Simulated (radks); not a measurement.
Spherical jellium clusters: N electrons in a uniform positive sphere of charge N and radius rs N^(1/3), rs = 3.28 bohr. Calculated with a radial shooting solver with Libxc functionals: non-relativistic Kohn-Sham, LDA (Slater exchange, Perdew-Wang correlation), spin-polarised, spherical densities. Levels are named by radial order and angular momentum (1s, 1p, 1d, 2s, ...), and open shells are averaged over m.

N = 40, configuration 1s2 1p6 1d10 2s2 1f14 2p6. This is the lowest configuration that the search found. Occupied and some empty levels:

level  occupation  eigenvalue (eV)  <r> (bohr)
1s              2          -6.8216       7.106
1p              6          -6.1292       8.073
1d             10          -5.1761       8.780
2s              2          -4.4273       6.861
1f             14          -4.0170       9.384
2p              6          -3.0851       8.185
1g              0          -2.6931       9.966
2d              0          -1.7468       9.750
3s              0          -1.5118       9.851

Energy (eV): total -71.6138, kinetic 98.527, external -4592.0, Hartree 2266.7, exchange-correlation -173.61, background 2328.8. Static polarisability (adiabatic kernel): 1999 bohr^3, against R^3 = 1412 for a classical metal sphere.

Electron density:

r (bohr)  n(r) (e/bohr^3)
0.359            0.005327
1.26             0.005866
2.17             0.006689
3.07             0.007325
3.97             0.007467
4.88             0.007180
5.78             0.006840
6.68             0.006797
7.59             0.007011
8.49             0.006971
9.39             0.006109
10.3             0.004413
11.2             0.002574
12.1             0.001261
13.0            0.0005500
13.9            0.0002269
14.8           0.00009002
15.7           0.00003445
16.6           0.00001313
17.5            4.965e-06
